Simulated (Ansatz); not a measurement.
ClK, SMILES `[Cl][K]`, relaxed with RKS PBE0-D4/def2-TZVP in Ansatz 0.2.0 from a PBE-D4/def2-SVP geometry. The force threshold is 0.005 eV/Å; the program also tests the step.

The species carries charge 0 and has multiplicity 1.

Start:

```xyz
2

Cl    0.303    0.347   -1.248
K    -0.303   -0.347    1.248
```

Question: By how much does the energy fall, and how many steps does the optimiser take? (Best estimate.)

Answer: The calculation gave: 0.00 eV, in 2 steps.

Question: Which bonds change most? (An estimate is asked.)

Answer: Ansatz gave: Cl1–K2 from 2.661 to 2.684 Å.

Question: Give the relaxed structure. (Estimate.)

Answer: Ansatz gave: 
```xyz
2

Cl    0.305    0.350   -1.259
K    -0.305   -0.350    1.259
```
